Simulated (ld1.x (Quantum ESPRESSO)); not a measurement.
# Pseudopotential generation for titanium: PAW, revPBE, non-relativistic.

- Element: titanium
- Generator: ld1.x (Quantum ESPRESSO) 7.5
- Type: PAW
- Functional: revPBE
- Relativity: non-relativistic
- Frozen core: [Ne]
- Valence charge: 12
- Reference configuration: 3s2 3p6 3d2 4s0 4p0 (charge +2)
- Partial waves: 3s (bound): rcut 1.40, rcutus 1.65 bohr; 4s (bound, empty): rcut 1.40, rcutus 1.65 bohr; 3p (bound): rcut 1.45, rcutus 1.65 bohr; 4p (bound, empty): rcut 1.45, rcutus 1.65 bohr; 3d (bound): rcut 1.35, rcutus 1.90 bohr; 3d channel at 0.65 Ry: rcut 1.35, rcutus 1.90 bohr
- Local potential: all-electron potential smoothed inside 1.75 bohr (lloc = -1)
- Core correction: a·sin(br)/r model core inside 1.15 bohr
- Augmentation charge: BESSEL, radius 1.50 bohr

All-electron outer shells of the reference configuration (revPBE, non-relativistic, ld1.x):

| shell | level (eV) | outermost node (bohr) | outermost maximum (bohr) |
| --- | --- | --- | --- |
| 2p | -459.22 | – | 0.22 |
| 3s | -77.69 | 0.40 | 0.88 |
| 3p | -54.61 | 0.37 | 0.90 |
| 3d | -19.71 | – | 0.97 |
| 4s | -16.70 | 1.24 | 2.64 |
| 4p | -12.40 | 1.36 | 3.11 |

(1) Is the overlap operator S = 1 + Σ q|β⟩⟨β| positive definite (Bessel basis up to 400 Ry)?

(2) Tests: 3s2 3p6 3d2 4s2 4p0; 3s2 3p6 3d2 4s1 4p0; 3s2 3p6 3d1 4s0 4p0; 3s2 3p6 3d0 4s0 4p0; 3s2 3p6 3d2.5 4s1.5 4p0; 3s2 3p6 3d2 4s1 4p1; 3s2 3p6 3d2 4s0 4p1. Which has the largest error in its energy relative to the reference configuration, and how large is it?

Results:

(1) No: its lowest eigenvalue is -0.035, in the s channel, so the generalised eigenproblem breaks down once the basis is large enough.

(2) 3s2 3p6 3d0 4s0 4p0, with +5.0 meV (all-electron minus pseudo) on +70.44 eV.

The ghost test of this file was not conclusive. Its overlap operator is not positive definite in a basis up to 400 Ry (lowest eigenvalue s -0.04), so the file is unfit for use: the generalised eigenproblem breaks down once the basis is large enough, and its test numbers describe a broken file.
